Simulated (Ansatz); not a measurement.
Ideal-gas functions of ClH3O3Si (`O[Si](O)(O)Cl`) at 600 K and 1 bar, from an Ansatz frequency run at PBE0-D4/def2-TZVP.

Molar mass 114.56 g/mol, point group C3 (symmetry number 3), electronic degeneracy 1, moments of inertia 127.053, 208.956, 208.969 u Å². Harmonic wavenumbers (cm⁻¹, unscaled): 133, 133, 268, 269, 277, 338, 338, 345, 539, 817, 818, 840, 845, 1017, 1017, 3928, 3928, 3929.

Use S(trans) = R[1.5 ln M + 2.5 ln T − 1.1517]; rotational temperatures θ = 24.2544 K / I; S(rot) = R[ln(√π/σ · √(T³/θAθBθC)) + 1.5]; for each mode x = 1.438777 ν̃/T, S = R[x/(eˣ − 1) − ln(1 − e⁻ˣ)] and H = RT x/(eˣ − 1); 1 cm⁻¹ = 0.0119627 kJ/mol; R = 8.31446 J/(mol·K).

Question: By hand: the entropy, in J/(mol·K).

Answer: Translation 182.5. Rotation: θ = 0.1909, 0.1161, 0.1161 K, giving 112.7. Vibration, mode by mode: 17.85, 17.85, 12.13, 12.10, 11.87, 10.29, 10.29, 10.12, 6.74, 3.94, 3.93, 3.77, 3.73, 2.70, 2.70, 0.01, 0.01, 0.01, in all 130.0. Electronic 0.0. Sum 425.2 J/(mol·K).

Question: By hand: H − E and G − E in kJ/mol, counted from the electronic energy.

Answer: Zero-point energy ½ × 19779 × 0.0119627 = 118.3; thermal vibration 39.8; translation, rotation and pV give 4 RT = 20.0. H − E = 178.1 kJ/mol, and G − E = 178.1 − 600 × 425.2/1000 = -77.0 kJ/mol.

Vibration gives 31 % of the entropy, 35.7 J/(mol·K) of it from the modes under 150 cm⁻¹: soft modes count most, and the harmonic formula is weakest for them. The sum counts one conformer and one mirror image; others add a mixing term.
